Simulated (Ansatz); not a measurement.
Basis-set extrapolation for C₂H₆AlFSi (PBE0-D4/def2-TZVP geometry, frozen core, Ansatz). Multiplicity 1, RHF reference.

|  | def2-TZVPP | def2-QZVPP |
| --- | --- | --- |
| HF | -709.618366 | -709.642973 |
| MP2 correlation | -0.799686 | -0.860472 |
| CCSD(T) correlation | -0.871074 | not run |

Energies in hartree. Use E(X) = E(∞) + A·exp(−7.88·√X) for Hartree–Fock and E(X) = E(∞) + B·X^(−2.97) for correlation, with X = 3 and 4, and add CCSD(T) minus MP2 of the smaller set to the MP2 limit.

Question: What is the CCSD(T) energy at the basis-set limit?

Answer: HF limit: -709.642973 + (-0.024607) × 0.13774 = -709.64636. MP2 limit: -0.860472 + (-0.060786) × 0.74074 = -0.90550. Higher-order term: -0.871074 − (-0.799686) = -0.07139. Total: -710.62325 hartree, 3.64 eV below CCSD(T)/def2-TZVPP.
